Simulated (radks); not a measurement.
Problem. Valence configurations of O II (all share [He]). Calculated with a radial shooting solver on a logarithmic mesh with Libxc functionals: non-relativistic Kohn-Sham, PBEsol, spin-unpolarised, spherical densities, point nucleus. Order these by energy: 2p5; 2s0.5 2p4.5; 2s2 2p3; 2s1 2p4; 2s1.5 2p3.5.

Solution. From the lowest, in eV above it: 2s2 2p3 0.000; 2s1.5 2p3.5 7.535; 2s1 2p4 15.079; 2s0.5 2p4.5 22.630; 2p5 30.190. NIST lists [He] 2s2 2p3 as the ground configuration; this level of theory agrees among the configurations tried. The energies are those of spherical spin-averaged densities, not of single terms.
